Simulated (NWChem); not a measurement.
System: SiN2H4, singlet; SMILES N[Si]N

Here is an NWChem input.

```
start job
memory heap 200 mb stack 900 mb global 1100 mb
geometry units angstroms noautoz
  Si     0.000000     0.000000    -0.653503
  N      1.324522     0.000000     0.456488
  H      1.291021     0.000000     1.472098
  H      2.278372     0.000000     0.114386
  N     -1.324522     0.000000     0.456488
  H     -2.278372     0.000000     0.114386
  H     -1.291021     0.000000     1.472098
end
basis spherical
  * library def2-svpd
end
dft
  xc xcamb88 1.00 lyp 0.81 vwn_5 0.19 hfexch 1.00
  cam 0.33 cam_alpha 0.19 cam_beta 0.46
  iterations 150
end
tddft
  cis
  nroots 6
  notriplet
end
task tddft energy
```

Low-valent species are run as closed-shell singlets; no triplet was tried in these runs. The geometry was optimised at PBE0/def2-SVP.

Vertical excitations in the gas phase.

Q: Give the results of this calculation. (CAM-B3LYP/def2-SVPD, TDA.) Quantities: lowest excitation, singlet (eV); oscillator strength of that lowest state; lowest state with f > 0.02, singlet (eV); oscillator strength of that bright state; orbital gap (eV).

A: The lowest excitation, singlet (eV) comes out as 5.53, the oscillator strength of that lowest state is 0.145 and the lowest state with f > 0.02, singlet (eV) is 5.53. The oscillator strength of that bright state is 0.145 and the orbital gap (eV) is 8.49.
